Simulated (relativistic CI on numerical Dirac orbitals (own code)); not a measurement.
Calculated at this level of theory: Dirac-Coulomb-Breit CI, separate exchange-only KLI orbitals for each configuration, a model potential for QED, unscaled Slater integrals (own radial code, finite nucleus).

Configuration list (outside the closed core [Kr] 4d10): 4f14.5s2.5p6.5d, 4f14.5s2.5p6.6s, 4f14.5s2.5p6.5f, 4f14.5s2.5p5.5d2, 4f14.5s2.5p6.6p, 4f14.5s2.5p6.5g, 4f14.5s2.5p6.6d, 4f14.5s.5p6.5d2, 4f14.5s2.5p6.7s, 4f14.5s2.5p5.5d.5f, 4f14.5s2.5p6.7p, 4f13.5s2.5p6.5d2, 4f14.5s2.5p6.6f, 4f14.5s2.5p5.5d.6s, 4f14.5s2.5p5.5d.5g, 4f14.5s2.5p6.7d, 4f14.5s2.5p6.8s, 4f14.5s2.5p6.8p, 4f14.5s.5p6.5d.5f, 4f13.5s2.5p6.5d.6s, 4f14.5s2.5p5.5d.6p, 4f14.5s.5p6.5d.5g, 4f14.5p6.5d3, 4f14.5p5.5d4. Double excitations out of closed p, d and f shells are left out; levels of such configurations are missing from the list, as are those of other unlisted configurations, and high levels can miss mixing partners. These lack a partner that the ground configuration has and come out too high: 4f14.5s2.5p5.5d.5f, 4f13.5s2.5p6.5d2, 4f14.5s2.5p5.5d.6s, 4f14.5s2.5p5.5d.5g, 4f13.5s2.5p6.5d.6s.

At this charge configurations can still be misplaced by up to about 7 % of their energy. Levels and lines within the n = 5 or 6 shells can be off by up to 10 % or somewhat more, and those that change n by about 2 %, since core polarisation is missing. Levels that differ in their count of f electrons can be misplaced by several ten thousand cm⁻¹, since the correlation energy of f electrons is missing or only estimated; rates across such gaps can be off by orders of magnitude.

Outline of the computed level scheme of Ir IX. Lowest level of each configuration: 4f14.5s2.5p6.5d 2D_3/2 at 0.0000 eV; 4f14.5s2.5p6.6s 2S_1/2 at 24.2743 eV; 4f14.5s2.5p6.6p 2P°_1/2 at 36.3578 eV; 4f14.5s2.5p5.5d2 4D°_1/2 at 47.5279 eV; 4f14.5s2.5p6.5f 2F°_5/2 at 49.1914 eV; 4f14.5s2.5p6.6d 2D_3/2 at 58.0909 eV; 4f14.5s2.5p6.7s 2S_1/2 at 65.4381 eV.

Some strong electric-dipole decays among the lowest 45 levels: 4f14.5s2.5p5.5d2 2F°_5/2 → 4f14.5s2.5p6.5d 2D_3/2 (1.1e+11 s⁻¹); 4f14.5s2.5p5.5d2 4D°_1/2 → 4f14.5s2.5p6.5d 2D_3/2 (8.4e+10 s⁻¹); 4f14.5s2.5p5.5d2 2F°_5/2 → 4f14.5s2.5p6.5d 2D_3/2 (7.6e+10 s⁻¹); 4f14.5s2.5p5.5d2 2G°_7/2 → 4f14.5s2.5p6.5d 2D_5/2 (7.2e+10 s⁻¹); 4f14.5s2.5p5.5d2 2P°_3/2 → 4f14.5s2.5p6.5d 2D_5/2 (6.3e+10 s⁻¹); 4f14.5s2.5p5.5d2 2F°_5/2 → 4f14.5s2.5p6.5d 2D_3/2 (4.7e+10 s⁻¹); 4f14.5s2.5p5.5d2 4F°_5/2 → 4f14.5s2.5p6.5d 2D_5/2 (4.4e+10 s⁻¹); 4f14.5s2.5p5.5d2 2D°_3/2 → 4f14.5s2.5p6.5d 2D_3/2 (4.3e+10 s⁻¹).

LS names give the leading component of a level, which can be under half, so a name can repeat, a term be missing and a line seem to break the LS rules.
